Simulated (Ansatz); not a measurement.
Species: C$_{3}$H$_{9}$Si (charge 0, doublet). It need not be the lowest isomer of its formula. SMILES: [CH2][SiH](C)C
Structure (B3LYP-D3(BJ)/def2-TZVP (Ansatz, an electronic-structure program) minimum search):
```xyz
13

Si     0.1399    -0.0255     0.3366
C      1.6167    -0.4049    -0.7059
C     -1.2039    -1.3040     0.0469
C     -0.4810     1.7088    -0.0255
H      0.5336    -0.0854     1.7750
H      1.8883    -1.4136    -0.9995
H      2.3130     0.3565    -1.0421
H     -0.8390    -2.3117     0.2567
H     -1.5496    -1.2804    -0.9889
H     -2.0637    -1.1188     0.6943
H     -0.8111     1.7975    -1.0628
H     -1.3243     1.9633     0.6202
H      0.3034     2.4498     0.1423
```
Charge 0, spin multiplicity 2.

Atomisation energy built up term by term with Ansatz (kcal/mol; UHF references for open shells; valence terms freeze the core; atomic spin-orbit terms are left out). Basis-set limits of correlation are two-point, X^-3; Hartree-Fock from the larger set.

```csv
term,basis,kcal/mol
Hartree-Fock,cc-pV(Q+d)Z,___
CCSD correlation,"CBS(cc-pV(T+d)Z,cc-pV(Q+d)Z)",243.01
(T),"CBS(cc-pV(T+d)Z,cc-pV(Q+d)Z)",___
core correlation,cc-pwCVTZ,3.36
scalar relativity (X2C),cc-pVTZ-DK against cc-pVTZ,-1.24
sum: De,,___
```

Task: Complete the blanks.

Result: 
- Hartree-Fock, kcal/mol: 874.58
- (T), kcal/mol: 11.70
- sum: De, kcal/mol: 1131.4
